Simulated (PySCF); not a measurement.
Geometry (Å), atoms numbered from 1 in this order:
```xyz
17

C    -2.6244   -0.7499   -0.3673
C    -1.3402   -0.0959    0.0107
C    -1.2016    1.0041    0.7691
P     0.5550    1.3931    0.9279
O     1.1443    1.6025    2.2517
C     1.0471   -0.0445   -0.0587
Si    2.8425   -0.4596   -0.3963
C    -0.0742   -0.6669   -0.4500
H    -3.4714   -0.2488    0.0938
H    -2.7470   -0.7284   -1.4502
H    -2.6164   -1.7943   -0.0564
H    -2.0073    1.5702    1.2031
H     0.7491    2.4697    0.0568
H     2.8543   -1.6401   -1.2636
H     3.4471    0.6840   -1.0843
H     3.5185   -0.7284    0.8694
H    -0.0824   -1.5547   -1.0657
```

- GFN2-xTB structure
- shielding tensors at PBE0/pcSseg-1 (GIAO)
- program: PySCF 2.14.0 with density-fitted response routines
- in vacuum, fast rotation and ring inversion assumed for equivalent nuclei, one conformer, non-relativistic Hamiltonian

References, each an isolated molecule treated in the same way: ¹³C, ¹H, ²⁹Si against TMS; ³¹P against H3PO4; ¹⁷O against H2O.

```
      atoms  nucleus  count  δ (ppm)
         O5      ¹⁷O      1     68.7
        Si7     ²⁹Si      1        ?
         C1      ¹³C      1     21.7
         C3      ¹³C      1    135.5
         C8      ¹³C      1    159.8
        H13       ¹H      1        ?
        H12       ¹H      1     6.31
         C2      ¹³C      1    159.7
H14/H15/H16       ¹H      3     4.43
         P4      ³¹P      1        ?
 H9/H10/H11       ¹H      3     2.10
         C6      ¹³C      1        ?
        H17       ¹H      1     7.00
```

Complete the table.

Answers


- C6: 145.5 ppm, fully substituted alkene carbon; as expected for a trigonal carbon in a double bond
- H13: 7.64 ppm, hydrogen on a phosphorus bonded to 2 C, O, in a 5-membered ring
- P4: 8.3 ppm, phosphorus bonded to 2 C, O, H, in a 5-membered ring
- Si7: -81.0 ppm, silicon bonded to C, 3 H

Shifts are as computed. Against solution values, carbons near 30 ppm lie about +3 ppm off and those near 130 ppm about +5 ppm. Of 1211 compounds with measured shifts, 218 miss one by over three times the rms of a fit or turn the order of signals round; such compounds aren't used in these exercises. Experimental scales use liquid or dissolved standards, which lie at an offset from isolated H2O (liquid H2O: subtract about 36 ppm) and H3PO4.
